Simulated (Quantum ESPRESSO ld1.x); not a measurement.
Values are calculated unless marked as measured or tabulated.
Question: Radial electron density D(r) = 4 pi r^2 rho(r) of an atom or ion with 20 electrons. Level of theory: Dirac Kohn-Sham, relativistic LDA (MacDonald-Vosko exchange, VWN5 correlation), spin-unpolarised, spherical densities, point nucleus (ld1.x of Quantum ESPRESSO 7.5).

| r (bohr) | D(r) (e/bohr) |
|---|---|
| 0.002888 | 10.62 |
| 0.003584 | 14.73 |
| 0.004484 | 20.31 |
| 0.005565 | 27.08 |
| 0.006962 | 35.47 |
| 0.008641 | 44.51 |
| 0.01072 | 53.65 |
| 0.01342 | 61.86 |
| 0.01665 | 66.98 |
| 0.02083 | 68.14 |
| 0.02586 | 65.41 |
| 0.03209 | 61.22 |
| 0.04015 | 59.67 |
| 0.04982 | 64.46 |
| 0.06233 | 74.89 |
| 0.07736 | 82.73 |
| 0.09602 | 79.08 |
| 0.1201 | 61.66 |
| 0.1491 | 43.39 |
| 0.1865 | 37.47 |
| 0.2315 | 42.19 |
| 0.2873 | 41.12 |
| 0.3594 | 26.76 |
| 0.4461 | 10.83 |
| 0.5581 | 2.323 |
| 0.6926 | 0.2627 |
| 0.8596 | 0.01301 |

What is the nuclear charge?

Answer: Z = 52. The innermost maximum, from 1s, lies near gamma/Z bohr with gamma = sqrt(1 - (Z/c)^2) = 0.925, here 0.0178 bohr (found: 0.0197), and its height grows with Z. The density is that of the tellurium ion Te32+ in [Ar] 3d2; the configuration itself is not fixed sharply by these data, and Z only to a few units. D(r) has 3 maxima, at r = 0.0197, 0.0818, 0.255 bohr, and minima at 0.0383, 0.181 bohr, inside which lie 2.03, 10.77 electrons.
